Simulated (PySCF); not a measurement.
GeH2Cl2, SMILES [GeH2]([Cl])[Cl]. Heavy atoms are numbered as in [GeH2:1]([Cl:2])[Cl:3]. Hydrogens are named by the atom that carries them.

The structure is a stationary point at B3LYP-D3(BJ)/def2-TZVP.

Method: B3LYP/pcSseg-2 run with PySCF.

GIAO shieldings, no solvent; atoms alike by connectivity are averaged. δ = σ(ref) − σ: ⁷³Ge against GeH4 (σ = 1629.1 ppm); ³⁵Cl against HCl (σ = 930.0 ppm); ¹H against TMS (σ = 31.68 ppm), references at their B3LYP-D3(BJ)/def2-TZVP geometries, non-relativistic (without spin–orbit terms, shifts of atoms bonded to Cl or Br come out too high).

Computed chemical shifts:
| nucleus | atoms | count | δ (ppm) |
|---|---|---|---|
| ⁷³Ge | Ge1 (GeH2) | 1 | 367.0 |
| ³⁵Cl | Cl2 | 2 | 58.6 |
| ¹H | H on Ge1 | 2 | 6.57 |
